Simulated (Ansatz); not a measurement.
Energy needed to pull apart AlHSeO (SMILES [O]1[AlH][Se]1), singlet, into free ground-state atoms, from the structure below (at a frame of a short PBE0-D4/def2-SVP trajectory); no zero-point or spin–orbit terms; open-shell atoms are treated unrestricted, in their ground-state multiplicity.

```tsv
atom	x (Å)	y (Å)	z (Å)
O1	-1.1473	-0.6944	-0.1391
Al2	0.1562	0.4799	-0.0903
Se3	0.4299	-1.6750	0.6255
H4	0.4749	1.9043	-0.4970
```

Ansatz 0.2.0; basis: def2-TZVPP; cores frozen in the correlated methods. Filled d shells of the heavier atoms are correlated. The def2 sets are not built for correlating such inner shells, so the correlated values are less sure here.

```json
{"method": "PBE-D4", "atomization energy (kcal/mol)": "267.6"}
{"method": "r2SCAN-D4", "atomization energy (kcal/mol)": "?"}
{"method": "PBE0-D4", "atomization energy (kcal/mol)": "251.4"}
{"method": "wB97M-V", "atomization energy (kcal/mol)": "255.2"}
{"method": "HF", "atomization energy (kcal/mol)": "?"}
{"method": "MP2", "atomization energy (kcal/mol)": "260.5"}
{"method": "CCSD", "atomization energy (kcal/mol)": "237.2"}
{"method": "CCSD(T)", "atomization energy (kcal/mol)": "247.6"}
```

Q: What does r2SCAN-D4 give? (Judge from chemistry; the value comes from the calculation.)

A: Computed: 261.2 kcal/mol, which is about 13.6 kcal/mol more than CCSD(T)/def2-TZVPP.

Q: What does HF give? (Judge from chemistry; the value comes from the calculation.)

A: The calculation gives: 140.1 kcal/mol, which is about 107.5 kcal/mol less than CCSD(T)/def2-TZVPP.

In triple zeta the MP2 and coupled-cluster atomization energies are still short of their basis limit by a few kcal/mol a bond, whereas those of the functionals are nearly converged, so these differences are not deviations from converged CCSD(T).

The T1 diagnostic stays at or below 0.016. The restricted Hartree–Fock reference is unstable towards an unrestricted one here.

For scale, one of the runs: CCSD(T)/def2-TZVPP forces, 135 basis functions, launched by `ansatz run in.yaml --threads 2 --pin off --events-out ev --progress --plain --max-ram 3481MiB`. Time: 98 s of wall clock on 2 CPU threads of an Arm Neoverse V1; the host was shared. Peak host memory: 1.1 GiB.
